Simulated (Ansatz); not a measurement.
System: C₄H₄NS (charge 0, doublet). It need not be the lowest isomer of its formula. 
Structure (B3LYP-D3(BJ)/def2-TZVP (Ansatz, a first-principles code) minimum search):
SMILES: Nc1[c]scc1
```xyz
10

N     -2.1823    -0.6517    -0.4154
C     -0.8978    -0.3249    -0.1783
C     -0.5549     1.0535     0.0532
S      1.1109     1.0618     0.3066
C      1.3578    -0.6811     0.1169
C      0.1730    -1.2840    -0.1411
H     -2.8638     0.0899    -0.4220
H     -2.4790    -1.5975    -0.5835
H      2.3257    -1.1529     0.2020
H      0.0509    -2.3474    -0.2981
```
Charge 0, spin multiplicity 2.

Property: atomisation energy (electronic, to ground-state atoms), in kcal/mol. Valence correlation only, unless marked. Open shells are spin-unrestricted. Spin-orbit coupling is left out. Non-relativistic. The coupled-cluster limit lacks core correlation, which all-electron functionals hold. CBS(X,Y): correlation extrapolated as X^-3; Hartree-Fock from the larger set.

The UHF reference is spin-contaminated (<S^2> 0.10 over the pure value in the largest basis). 

```csv
level,program,atomisation energy (kcal/mol)
PBE-D4/def2-TZVPD,Ansatz + dftd4,1064.2
PBE0/def2-SVP,Ansatz,[?]
PBE0/def2-TZVPD,Ansatz,1026.7
LC-wPBE/def2-TZVPD,Ansatz,1011.8
B2GP-PLYP/def2-TZVPD,Ansatz,994.9
SCS-MP2/STO-3G,Ansatz,892.6
SCS-MP2/cc-pV(T+d)Z,Ansatz,981.3
"CCSD(T)/CBS(cc-pV(T+d)Z,cc-pV(Q+d)Z)",Ansatz,[?]
```

Complete the blanks.


- PBE0/def2-SVP, atomisation energy (kcal/mol): 1033.5
- CCSD(T)/CBS(cc-pV(T+d)Z,cc-pV(Q+d)Z), atomisation energy (kcal/mol): 1005.1
